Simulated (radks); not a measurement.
All-electron atom: Se2- in [Kr].

Method: scalar-relativistic Kohn-Sham, PBE, spin-polarised, spherical densities, finite nucleus; Fermi nuclear charge, rms radius 4.14 fm; Watson sphere of charge +1.39 and radius 3.12 bohr; computed with a radial shooting solver on a logarithmic mesh with Libxc functionals.

Energy parts (eV; the electron-nucleus part includes the sphere):
part                       energy
total                  -66551.772
kinetic                 67484.994
electron-nucleus      -160479.387
Hartree                 28846.985
exchange-correlation    -2404.364

Orbitals (lengths in bohr, moments of r in powers of bohr):
orbital  occ.  eigenvalue (eV)       <r^4>   <1/r>
1s          2        -12498.08  0.00001763   34.56
2s          2        -1600.409    0.003546   7.632
2p          6        -1406.833    0.002581   7.474
3s          2        -206.7915      0.2300   2.488
3p          6        -146.2630      0.2847   2.335
3d         10         -46.4255      0.5694   2.030
4s          2         -11.8116       28.81  0.7070
4p          6          -2.0447       141.6  0.5106

The highest occupied level is 4p at -2.045 eV. Summed over all electrons, <r^2> = 66.37 bohr^2, which gives a Langevin (diamagnetic) susceptibility term of -52.6 x 10^-6 cm^3/mol.
